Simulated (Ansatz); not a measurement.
Cost and result for the atomization energy of BH4NSn (`[BH]1[NH][SnH2]1`) (7 atoms, 7 bonds).

The species carries charge 0 and has multiplicity 1. Correlated methods include outer-core shells of Sn, which these sets cover unevenly. Sn: def2 effective core potential. All single points use the PBE0-D4/def2-TZVP geometry. Program: Ansatz. All runs use 2 threads of an Arm Neoverse V2 on a shared host. Times are those of one run each, without the atoms' runs, and a repeat can differ threefold. Electronic energies, without spin–orbit coupling; frozen cores. CCSD(T)/CBS adds CCSD(T) − MP2 in def2-TZVPP to the MP2 limit, and its time is that of the two runs behind it. T1 = 0.016. With those shells the extrapolation isn't a true limit.

CCSD(T)/CBS is a level of theory with its own doubt, some kJ/mol a heavy atom from the limit and from the frozen cores, so smaller differences don't rank the functionals.

```tsv
level	functions	wall time
revPBE-D4/def2-TZVPP	168	1.6 s
BLYP-D4/def2-TZVPP	168	1.8 s
PBE-D4/def2-TZVPP (with forces)	168	1.9 s
BHLYP-D4/def2-TZVPP	168	2.1 s
CCSD(T)/def2-SVP	74	2.2 s
CAM-B3LYP-D4/def2-TZVPP	168	2.4 s
r2SCANh-D4/def2-TZVPP	168	3.7 s
PBE-QIDH/def2-TZVPP	168	4.2 s
ωB97X-V/def2-TZVPP	168	6.5 s
B97M-V/def2-TZVPP	168	7.5 s
MP2/def2-QZVPP	316	12 s
CCSD(T)/def2-TZVPP	168	43 s
CCSD(T)/CBS(def2)	–	54 s
```

**Question.** What atomization energy does each give, and how far from CCSD(T)/CBS? (An estimate is asked.)

**Answer.** Ansatz gave: 
```json
{"level": "revPBE-D4/def2-TZVPP", "atomization (kJ/mol)": "2073.6", "difference from CCSD(T)/CBS": "-17.1", "per bond": "-2.4"}
{"level": "BLYP-D4/def2-TZVPP", "atomization (kJ/mol)": "2105.2", "difference from CCSD(T)/CBS": "14.5", "per bond": "2.1"}
{"level": "PBE-D4/def2-TZVPP (with forces)", "atomization (kJ/mol)": "2134.9", "difference from CCSD(T)/CBS": "44.2", "per bond": "6.3"}
{"level": "BHLYP-D4/def2-TZVPP", "atomization (kJ/mol)": "2023.2", "difference from CCSD(T)/CBS": "-67.5", "per bond": "-9.6"}
{"level": "CCSD(T)/def2-SVP", "atomization (kJ/mol)": "1935.0", "difference from CCSD(T)/CBS": "-155.7", "per bond": "-22.2"}
{"level": "CAM-B3LYP-D4/def2-TZVPP", "atomization (kJ/mol)": "2101.9", "difference from CCSD(T)/CBS": "11.2", "per bond": "1.6"}
{"level": "r2SCANh-D4/def2-TZVPP", "atomization (kJ/mol)": "2075.8", "difference from CCSD(T)/CBS": "-14.9", "per bond": "-2.1"}
{"level": "PBE-QIDH/def2-TZVPP", "atomization (kJ/mol)": "2055.6", "difference from CCSD(T)/CBS": "-35.1", "per bond": "-5.0"}
{"level": "ωB97X-V/def2-TZVPP", "atomization (kJ/mol)": "2099.0", "difference from CCSD(T)/CBS": "8.3", "per bond": "1.2"}
{"level": "B97M-V/def2-TZVPP", "atomization (kJ/mol)": "2121.9", "difference from CCSD(T)/CBS": "31.2", "per bond": "4.5"}
{"level": "MP2/def2-QZVPP", "atomization (kJ/mol)": "2073.2", "difference from CCSD(T)/CBS": "-17.5", "per bond": "-2.5"}
{"level": "CCSD(T)/def2-TZVPP", "atomization (kJ/mol)": "2025.4", "difference from CCSD(T)/CBS": "-65.3", "per bond": "-9.3"}
{"level": "CCSD(T)/CBS(def2)", "atomization (kJ/mol)": "2090.7", "difference from CCSD(T)/CBS": "0.0", "per bond": "0.0"}
```

At CCSD(T), def2-SVP lies −155.7 kJ/mol from the extrapolated value and def2-TZVPP −65.3 kJ/mol: correlation converges slowly with the basis, and small sets miss more of it in the bonded molecule than in its fragments. From PBE to PBE0 (25 % exact exchange), in def2-TZVPP and without D4, the atomization energy moves by −50.3 kJ/mol: exact exchange takes away binding that semilocal exchange gives to molecules. The D4 term adds +19.3 kJ/mol with B3LYP and +9.9 kJ/mol with PBE0; it sums over pairs of atoms, weighted by their polarisabilities, and B3LYP, whose exchange is more repulsive, gets the larger term.

B3LYP here is the variant with VWN-RPA as its local correlation; programs differ in this.

Spin–orbit coupling would lower the free Sn atoms strongly, and the atomization energy with them, by more than many differences here. For some Ge, Se and Sn compounds the MP2-based and the directly extrapolated limit differ by 10 to 25 kJ/mol.
